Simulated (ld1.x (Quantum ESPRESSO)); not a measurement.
**argon: one change to an RRKJ potential, before and after**

Ar (Z = 18), norm-conserving RRKJ (Kleinman–Bylander form), made with ld1.x (Quantum ESPRESSO) 7.5 (PBE, scalar-relativistic). Core [Ne], reference 3s2 3p6. Waves: 3s (bound): rc 1.25 bohr; 3d channel at -0.15 Ry: rc 0.95 bohr; 3p (bound): rc 1.25 bohr. Local part: the p channel. Core correction: Bessel-smoothed model core inside 0.75 bohr. rho0 = 0.001.

Change: core correction none.

Cutoffs: the cutoffs (Ry, on a coarse ladder) from which the occupation-weighted sum of valence levels, in a spherical-Bessel basis at the reference potential, stays within 10 and 1 mRy of its value at 400 Ry; they do not see the model core or the augmentation charge, which bear on the density cutoff. Errors are all-electron minus pseudo energies relative to the spin-unpolarised reference configuration.

Problem. How do hardness, ghosts and transferability respond?

Solution. The potential gets neither clearly harder nor softer (45 Ry and 100 Ry → 45 Ry and 100 Ry); of the 6 tests that both files solve, the error grows in 0 and shrinks in 2 by more than 15 % and 0.3 meV (median size 13.5 → 11.6 meV); neither file shows a bound ghost.

```tsv
quantity	base	changed
cutoff, loose	45 Ry	45 Ry
cutoff, tight	100 Ry	100 Ry
bound ghosts	none	none
error for 3s2 3p5, meV [ΔE 16.06 eV]	+2.1	+1.3
error for 3s2 3p4, meV [ΔE 44.72 eV]	+19	+15
error for 3s2 3p3, meV [ΔE 87.30 eV]	+68	+59
error for 3s1 3p6, meV [ΔE 30.67 eV]	+7.9	+8.1
error for 3s2 3p2, meV [ΔE 144.94 eV]	+172	+159
error for 3s2 3p5.5, meV [ΔE 6.55 eV]	0.0	-0.2
s: phases at 1.35 bohr within 0.05 rad from the reference energy up to (Ry; the scan ends near 5)	to the end of the scan	to the end of the scan
p: phases at 1.35 bohr within 0.05 rad from the reference energy up to (Ry; the scan ends near 5)	to the end of the scan	to the end of the scan
d: phases at 1.35 bohr within 0.05 rad from the reference energy up to (Ry; the scan ends near 5)	to the end of the scan	to the end of the scan
```
